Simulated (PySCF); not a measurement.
H2Se, charge +1, multiplicity 2. Atoms are numbered in the order given.

```xyz
3

Se     0.0000     0.0000    -0.0577
H      0.0000    -1.0670     0.9804
H      0.0000     1.0670     0.9804
```
Charge +1, spin multiplicity 2.

The structure is a stationary point at B3LYP-D3(BJ)/def2-TZVPD. The spin state was assumed, not searched.

Computed with M06-2X/def2-TZVPD in PySCF.

Mulliken values depend strongly on the basis, most of all with diffuse functions as here. ESP charges are fitted to the potential on shells at 1.4 to 2.0 van der Waals radii. Atomic charges (e):

```csv
atom,Mulliken,ESP fit,Mulliken spin
Se1,0.36,(withheld),1.05
H2,0.32,(withheld),-0.02
H3,0.32,(withheld),-0.02
```

Question: Complete the blanks. (Estimate from the structure and the level; the computed values follow.)

Answer: 
- Se1, ESP fit: 0.65
- H2, ESP fit: 0.18
- H3, ESP fit: 0.18
